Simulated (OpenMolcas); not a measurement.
An atom or ion with 38 electrons was computed by SS-RASPT2, IPEA 0.25 Eh, imaginary shift 0.1 Eh with spin-orbit coupling (OpenMolcas, ANO-RCC-VQZP, DKH2). The lowest levels that the run gave, each within 12 % of the measured value where one is at hand:

```json
{"J": "2", "Parity": "even", "E (cm-1)": "0.0", "g": "0.672"}
{"J": "3", "Parity": "even", "E (cm-1)": "1597", "g": "1.084"}
{"J": "4", "Parity": "even", "E (cm-1)": "3390", "g": "1.249"}
{"J": "2", "Parity": "even", "E (cm-1)": "10150", "g": "1.071"}
{"J": "0", "Parity": "even", "E (cm-1)": "11670", "g": ""}
{"J": "1", "Parity": "even", "E (cm-1)": "12330", "g": "1.501"}
{"J": "2", "Parity": "even", "E (cm-1)": "13820", "g": "1.423"}
{"J": "4", "Parity": "even", "E (cm-1)": "16560", "g": "1.001"}
{"J": "0", "Parity": "even", "E (cm-1)": "37560", "g": ""}
```

Which ion is it, and what are the configurations and terms?

Mo4+ (Z = 42, charge +4; active space 8 electrons in 8 orbitals (RAS1 4p, at most 2 holes; RAS2 4d)). J, parity and g give the terms where levels are pure, and mixed ones are named by the computed weights; the size of the splittings, set against known spectra of the 38-electron sequence, gives the charge. In order, with the measured energies in cm-1 (Sugar and Musgrove, J. Phys. Chem. Ref. Data 17, 155 (1988)): 4d2 3F2, 4d2 3F3 (1578), 4d2 3F4 (3357), 4d2 1D2 (10190), 4d2 3P0 (11161), 4d2 3P1 (11807), 4d2 3P2 (13408), 4d2 1G4 (16354), 4d2 1S0 (37738).

CASPT2 does not keep the components of a term degenerate, so their means are used; among the terms shown or strongly mixed into the levels shown the widest spread is 500 cm-1 (4d2 1G). Active for correlation alone: 4p; no level in the range computed is led by a configuration that opens it, so any true level of that kind is missing. Measured partners are found by configuration, term and J. A level has none where our copy of the source lacks it or the pairing is in doubt (some pairs that miss far off the trend of their configuration count as doubtful), and it then counts in no deviation. Levels of configurations outside the active space are missing.
